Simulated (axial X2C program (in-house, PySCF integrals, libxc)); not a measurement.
## BrCl: computed against measured constants

All values were computed with an axial X2C code built on PySCF integrals. Spin-free means the one-electron spin-free X2C Hamiltonian; two-component (2c) means X2C with spin–orbit coupling and atomic mean-field two-electron Coulomb and Gaunt terms, so the difference of the two also holds small scalar two-electron terms. Basis: Br dyall-cv3z [8s9p6d4f1g], Cl dyall-av3z [9s8p3d2f] (cores contracted in-house); Gaussian nuclei, density fitting, unrestricted open shells. Masses: Br 78.918 u, Cl 34.969 u.

```
Hamiltonian    level  Re (Å)  ωe (cm⁻¹)  ωexe (cm⁻¹)  De (eV)
  spin-free     PBE0   2.136      458.0         1.46     2.40
  spin-free       HF   2.127      485.3         1.31    0.716
  spin-free      MP2   2.140      458.1         1.51     2.37
  spin-free     CCSD   2.154      444.7         1.58     2.07
  spin-free  CCSD(T)   2.162      432.7         1.75     2.21
  spin-free     TPSS   2.165      427.0         1.48     2.50
         2c     PBE0   2.139      455.1         1.49     2.30
         2c       HF   2.129      483.0         1.33    0.505
         2c      MP2   2.142      455.8         1.53     2.20
         2c     CCSD   2.156      442.3          1.6     1.91
         2c  CCSD(T)   2.164      430.2         1.78     2.04
         2c     TPSS   2.167      423.9         1.51      n/a
```

De refers to Br + Cl.

Correlated methods: 14 electrons correlated (number of frozen shells: Br 3 s, 2 p, 1 d; Cl 2 s, 1 p), 210 virtual spin orbitals or spinors in MP2, 90 natural virtuals in coupled cluster.

Measured (Huber and Herzberg, Constants of Diatomic Molecules, 1979; state 1Σ+): Re (Å) 2.13606, ωe (cm⁻¹) 444.276, ωexe (cm⁻¹) 1.843.

(1) Work out the error of each level, computed minus measured.

One determinant describes the state; a PBE0 search over occupations chose it and may have missed a lower one. Closed shells are restricted here (equal orbitals for both partners); the stretched side of such a curve lies too high. De is counted from the lowest determinant-based energies of the atoms at the same level, without counterpoise correction. De is not given where an atomic determinant may have missed its ground term or J level, or where the truncated virtual space spoils (T). Coupled cluster ran in a truncated set of natural virtual spinors; the MP2 energy of the rest was added. (T) has no such correction and the atoms are truncated less, which lowers De at CCSD(T) by a hundredth of an eV or more. The 2c atoms are single determinants rather than J levels; their spin–orbit lowering is only partly caught, and De is too large by that part. This holds for PBE0. Without a current term, density functionals place determinants with orbital angular momentum somewhat too high.

Answers

(1) 

```csv
Hamiltonian,level,Re (Å),ωe (cm⁻¹),ωexe (cm⁻¹)
spin-free,PBE0,0.000,13.7,-0.38
spin-free,HF,-0.009,41.0,-0.53
spin-free,MP2,0.004,13.8,-0.33
spin-free,CCSD,0.018,0.4,-0.26
spin-free,CCSD(T),0.026,-11.6,-0.09
spin-free,TPSS,0.029,-17.3,-0.36
2c,PBE0,0.003,10.8,-0.35
2c,HF,-0.007,38.7,-0.51
2c,MP2,0.006,11.5,-0.31
2c,CCSD,0.020,-2.0,-0.24
2c,CCSD(T),0.028,-14.1,-0.06
2c,TPSS,0.031,-20.4,-0.33
```
